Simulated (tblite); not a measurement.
Compound: C4H9FOSi2.
Bonds: C1–C2, C2–C3, C3–O4 (double), C3–F5, C2–C6 (double), C6–Si7, C6–Si8. Hydrogens: H9, H10, H11 on C1; H12, H13, H14 on Si7; H15, H16, H17 on Si8.

The geometry is computed with GFN2-xTB (gas phase).

Problem. List the bond lengths, angles and torsions at this level.

Solution. 
```
                     bond  length (bohr)
                    C1–C2          2.835
                    C2–C3          2.736
                    C3=O4          2.260
                    C3–F5          2.575
                    C2=C6          2.550
                   C6–Si7          3.604
                   C6–Si8          3.581
    C1–H9, C1–H10, C1–H11          2.056
                  Si7–H12          2.786
         Si7–H13, Si7–H14          2.755
Si8–H15, Si8–H16, Si8–H17          2.766
```

Bonds in one row agree within 0.02 bohr and their mean is given. A selection of angles:
```
     angle  degrees
  C1–C2–C3    117.8
  C1–C2–C6    125.6
  C3–C2–C6    116.6
  C2–C3–O4    127.7
  C2–C3–F5    114.7
  O4–C3–F5    117.7
 C2–C6–Si7    119.5
 C2–C6–Si8    120.3
Si7–C6–Si8    120.3
```

Torsions: C1–C2–C3–O4 180° (antiperiplanar); C1–C2–C6–Si7 179° (antiperiplanar). The mirror-image conformer, all signs reversed, is as good.

Si7 and O4 aren't drawn bonded (4 bonds apart) but lie 2.52 Å from each other; Cordero's covalent radii sum to 1.77 Å. The 3 C–C bonds span 1.349 Å (C2=C6, drawn double) to 1.500 Å (C1–C2, drawn single), a spread of 0.151 Å. Si8 (SiH3 silicon) is tetrahedral (angles from 108.2° to 110.1°). Of the pairs four or more bonds apart, those above aside, Si8···H9 is among the closest relative to their van der Waals radii: 2.79 Å, 84 % of the sum of Bondi's values. Si7 (SiH3 silicon) is distorted tetrahedral (angles from 103.2° to 117.6°). The 8 heavy atoms lie in one plane (0.009 Å rms).

GFN2-xTB frequencies show an imaginary mode (57i cm⁻¹), so the point is no minimum at that level. 3 starts were optimised and ended at 0.00, 3.52 and 3.53 kcal/mol (GFN2-xTB); the lowest of these is shown.
